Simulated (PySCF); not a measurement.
C₄H₇AlO.
Atom-mapped SMILES: `[CH:1]#[C:2][AlH:3][O:4][CH2:5][CH3:6]` (hydrogens: H7 on C1; H8 on Al3; H9, H10 on C5; H11, H12, H13 on C6)

A GFN2-xTB structure was refined with PBE0-D3(BJ)/def2-SVP geometry optimisation, gas phase (PySCF 2.14.0). Its GFN2-xTB values:

```tsv
coordinate	GFN2-xTB
C1≡C2	1.241 Å
C1–H7	1.031 Å
C2–Al3	1.956 Å
Al3–O4	1.594 Å
Al3–H8	1.544 Å
O4–C5	1.433 Å
C5–C6	1.523 Å
C5–H9	1.087 Å
C6–H11	1.095 Å
C1–C2–Al3	179.4°
C2–Al3–O4	123.6°
Al3–O4–C5	175.1°
O4–C5–C6	111.5°
```

Task: How do these coordinates change at the PBE0-D3(BJ)/def2-SVP level?

Result: 
```tsv
coordinate	PBE0-D3(BJ)/def2-SVP (Å or °)	change
Al3–O4	1.694	+0.100
C1–H7	1.076	+0.045
C2–Al3	1.913	-0.043
O4–C5	1.397	-0.036
Al3–H8	1.572	+0.028
C5–H9	1.108	+0.021
C1≡C2	1.222	-0.019
C5–C6	1.515	-0.008
C6–H11	1.101	+0.006
Al3–O4–C5	137.9	-37.2
C2–Al3–O4	118.7	-4.9
O4–C5–C6	111.1	-0.4
C1–C2–Al3	179.3	-0.1
```

The energy falls by 33.0 kJ/mol over 17 energy and gradient evaluations, the largest force component goes from 0.0837 to 1.3e-04 Eh/bohr, and the atoms move by 0.609 Å rms after alignment. The bond that changes most is Al3–O4 (ends: aluminium bonded to C, O and H; oxygen bonded to Al and C), which lengthens by 0.100 Å. Bonds longer at the end by more than 0.005 Å: 7 of 12; shorter: 5. Rotational constants go from 8810, 1107, 1052 to 5210, 1438, 1203 MHz.

The run used 123 basis functions and 122 SCF cycles in all.

No PBE0-D3(BJ)/def2-SVP frequencies stand behind this structure, so it isn't proved a minimum. One conformer, not necessarily the lowest.

The values belong to the conformer `[CH:1]#[C:2][AlH:3][O:4][CH2:5][CH3:6]`: C2–Al3–O4–C5 -1°, Al3–O4–C5–C6 -115°.
